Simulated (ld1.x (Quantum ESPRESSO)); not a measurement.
An all-electron radial function and its pseudo partner (Zn (Z = 30))

Columns: radius, all-electron u(r) and pseudo u(r) of the 3s shell (level -133.85 eV) of zinc in the configuration [Ne] 3s2 3p6 3d10 4s1.5 4p0; PBE, scalar-relativistic, PAW scheme, ld1.x (Quantum ESPRESSO) 7.5.

| r (bohr) | all-electron | pseudo |
| --- | --- | --- |
| 0.077 | -0.1676 | 0.2074 |
| 0.154 | -0.7246 | 0.4055 |
| 0.231 | -0.3779 | 0.5855 |
| 0.308 | 0.2636 | 0.7399 |
| 0.385 | 0.8185 | 0.8629 |
| 0.462 | 1.1707 | 0.9507 |
| 0.539 | 1.3302 | 1.0018 |
| 0.616 | 1.3476 | 1.0168 |
| 0.693 | 1.2758 | 0.9985 |
| 0.770 | 1.1560 | 0.9515 |
| 0.847 | 1.0165 | 0.8817 |
| 0.924 | 0.8749 | 0.7959 |
| 1.001 | 0.7412 | 0.7009 |
| 1.078 | 0.6205 | 0.6035 |
| 1.155 | 0.5147 | 0.5093 |
| 1.232 | 0.4238 | 0.4229 |
| 1.309 | 0.3470 | 0.3470 |
| 1.386 | 0.2827 | 0.2828 |
| 1.463 | 0.2295 | 0.2295 |
| 1.540 | 0.1857 | 0.1857 |
| 1.617 | 0.1498 | 0.1498 |
| 1.694 | 0.1206 | 0.1206 |
| 1.771 | 0.0969 | 0.0969 |
| 1.848 | 0.0777 | 0.0777 |
| 1.925 | 0.0623 | 0.0623 |
| 2.002 | 0.0498 | 0.0498 |

Q: How many radial nodes do the two functions have?

A: The all-electron 3s function has n − l − 1 = 2 (the table is too coarse to show those close to the nucleus); the pseudo-wave has 0, since the states of the same l below it are removed with the core.

Q: At about which radius was the pseudo-wave matched?

A: 1.40 bohr. The columns agree to 0.0005 from 1.31 bohr on; several derivatives are matched, so the curves merge somewhat inside the radius.

Q: Is the pseudo-wave norm-conserving?

A: No, it belongs to a PAW set: the norm inside the radius is not constrained, and the difference is carried by the augmentation charge.
